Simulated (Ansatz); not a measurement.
`[OH][Zn][N]([SiH3])[SiH3]`. Total charge 0; spin multiplicity 1.

```xyz
12

O     2.905   -1.455   -1.200
Zn    1.434   -0.713   -0.563
N    -0.128    0.051   -0.020
Si   -1.411   -0.983    0.485
Si   -0.237    1.771   -0.014
H     3.591   -1.632   -0.554
H    -1.810   -0.724    1.898
H    -2.627   -0.819   -0.361
H    -0.951   -2.398    0.379
H     1.065    2.331   -0.478
H    -0.520    2.305    1.349
H    -1.311    2.267   -0.920
```

(1) What are the harmonic wavenumbers in cm⁻¹ at PBE0-D4/def2-TZVP (Ansatz, finite differences of forces, unscaled)? (Best estimate.)

(2) Is this a minimum?

(3) Give the ideal-gas thermochemistry at 298.15 K and 1 bar (rigid rotor, harmonic oscillator; point group Cs, symmetry number 1).

(4) Rotational constants (cm⁻¹)?

## Answers

(1) Ansatz gave: 64, 66, 80, 97, 106, 131, 173, 189, 404, 653, 685, 691, 701, 721, 775, 931, 936, 937, 951, 960, 964, 999, 1025, 2194, 2195, 2198, 2199, 2200, 2210, 3911.

(2) Yes, all 30 modes are real.

(3) Zero-point energy 181.5 kJ/mol; H(298) − E = 209.9 kJ/mol; entropy 420.5 J/(mol·K), of which translation 172.0, rotation 120.6, vibration 127.9; G(298) − E = 84.5 kJ/mol. Modes under 100 cm⁻¹ are hindered rotations or soft bends, so the harmonic entropy is rough.

(4) 0.1046, 0.04312, 0.03128.
